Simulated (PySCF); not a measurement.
## How the functional moves excitation energies

Species: arsine, AsH3.
InChI=1S/AsH3/h1H3

Linear-response calculations in the def2-SVPD basis (PySCF; singlets by full response, triplets Tamm–Dancoff, core orbitals frozen in the response; HF means time-dependent Hartree–Fock). 'Strongest' is the level of largest summed f among the singlets computed (10 roots, of which the last may lack a degenerate partner); it can jump between rows when another state enters that window. S1 is the lowest singlet of each run and needn't be the same state throughout; f(S1) is that of one state. Isolated species at its PBE0-D3(BJ)/def2-SVP geometry, gas phase. The LDA/def2-SVPD calculation is non-relativistic and has no spin–orbit coupling, an omission that weighs most on arsenic.

```
functional                               kind  S1 (eV)  f(S1)  strongest (eV)  T1 (eV)  HOMO (eV)  gap (eV)  ionisation energy, ΔSCF (eV)
       LDA                                LDA     6.54  0.142            9.75     5.96      -6.76      6.40                         10.56
       PBE                                GGA     6.58  0.138            9.80     5.78      -6.67      6.41                         10.38
     B3LYP  global hybrid, 20% exact exchange     6.74  0.145            9.97     5.86      -7.61      7.75                         10.51
      PBE0  global hybrid, 25% exact exchange     6.92  0.153           10.10     5.82      -7.79      8.26                         10.38
 BHandHLYP  global hybrid, 50% exact exchange     7.06  0.157           10.29     5.87      -8.80      9.78                         10.35
 CAM-B3LYP             range-separated hybrid     6.89  0.148           10.10     5.87      -9.10     10.23                         10.49
   wB97X-D             range-separated hybrid     7.01  0.174           10.15     6.03      -9.63     11.69                         10.48
   LC-wPBE             range-separated hybrid     7.31  0.080           10.37     5.87     -10.43     12.69                         10.41
        HF                       Hartree–Fock     7.46  0.112           10.37     5.62     -10.35     12.96                   not settled
```

S1 runs from 6.54 eV (LDA) to 7.46 eV (HF), a spread of 0.92 eV, while the orbital gap spreads over 6.6 eV. Along PBE (0%), B3LYP (20%), PBE0 (25%), BHandHLYP (50%), HF (100%) S1 rises with the share of exact exchange. −ε(HOMO) comes closest to its own ΔSCF ionisation energy with LC-wPBE (+0.02 eV) and misses most with LDA (-3.80 eV). 'Not settled' means that the ion's SCF failed to converge or may have ended in another state than the lowest.
